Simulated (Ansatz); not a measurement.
Reaction (substitution at a C–B bond): `O[B]([GeH3])CCl` + HBr → `ClCBr` + `O[BH][GeH3]`

Calculated with Ansatz (gas phase, PBE0-D4/def2-TZVP geometries, no zero-point term in ΔE). CCSD(T)/CBS adds triple-zeta CCSD(T) − MP2 to the extrapolated MP2 energy (def2 sets, frozen cores). For Br, Ge outer-core shells are correlated without core-valence functions, which leaves a few kJ/mol of doubt a bond. Scalar relativity is left out up to krypton. Each species was taken in one conformer, which may not be the lowest.

| species | CCSD(T)/CBS(def2) energy (Eh) |
| --- | --- |
| `O[B]([GeH3])CCl` | -2677.56471 |
| HBr | -2573.91920 |
| `ClCBr` | -3072.34323 |
| `O[BH][GeH3]` | -2179.11235 |

Work out ΔE.

ΔE = (-3072.34323) + (-2179.11235) − (-2677.56471) − (-2573.91920) = 0.02833 Eh = +0.77 eV.

Largest T1 diagnostic among the species: 0.013.

In def2-TZVPP, CCSD(T) changes the Hartree–Fock value by +0.07 eV (the triples alone add +0.00 eV) and MP2 by +0.06 eV. From PBE to PBE0 (25 % exact exchange), in def2-TZVPP and without D4, ΔE moves by +0.04 eV.
